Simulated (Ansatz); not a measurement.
Born–Oppenheimer molecular dynamics of ClF₅HTa (8 atoms, charge 0, multiplicity 1). It starts at the highest image of a converged band, a first-order saddle point between two minima.

Computed with RKS BLYP-D4/def2-SVP (Ansatz).

```json
{
 "ensemble": "NVE (velocity Verlet)",
 "time step": "0.5 fs",
 "steps asked": "200",
 "starting velocities drawn for": "300 K",
 "seed": "5477"
}
```

First frame:

```xyz
8
Properties=species:S:1:pos:R:3
Ta -0.087 -0.214 0.125
F 1.959 0.254 0.407
F -0.230 0.129 1.987
F 0.453 -0.634 -1.646
F -0.588 1.531 -0.335
F -1.662 -1.217 0.040
Cl 1.361 -2.274 0.830
H 2.114 -0.893 0.681
```

Q: How far do the bonds stretch over the last three quarters of this one trajectory? (Pairs bonded in most of those frames.)

A: 
| bond | mean (Å) | spread (Å) | shortest | longest |
| --- | --- | --- | --- | --- |
| Ta1–F2 | 1.912 | 0.042 | 1.85 | 1.99 |
| Ta1–F3 | 1.897 | 0.012 | 1.88 | 1.91 |
| Ta1–F4 | 1.905 | 0.019 | 1.88 | 1.93 |
| Ta1–F5 | 1.870 | 0.003 | 1.87 | 1.88 |
| Ta1–F6 | 1.904 | 0.009 | 1.89 | 1.92 |
| Ta1–Cl7 | 3.014 | 0.266 | 2.63 | 3.49 |
| Cl7–H8 | 1.308 | 0.018 | 1.28 | 1.34 |

Mean temperature of the second half: 621 K. The conserved energy stayed within 0.014 meV per atom of its start (net change -0.0054 meV per atom), so the integration is sound. The kinetic energy rose, since the run started high on the potential surface and went downhill. It ends in pieces (ClH + F5Ta), so much of that is their flight and rotation, not heat. A run of 0.1 ps of so small a system gives no equilibrium averages. The orbitals stay closed-shell, which can raise the energy where a bond breaks towards radicals; this wasn't checked here.

Run time: 9.2 min on 4 threads of Arm Neoverse N1 (shared host), peak memory 0.18 GiB.
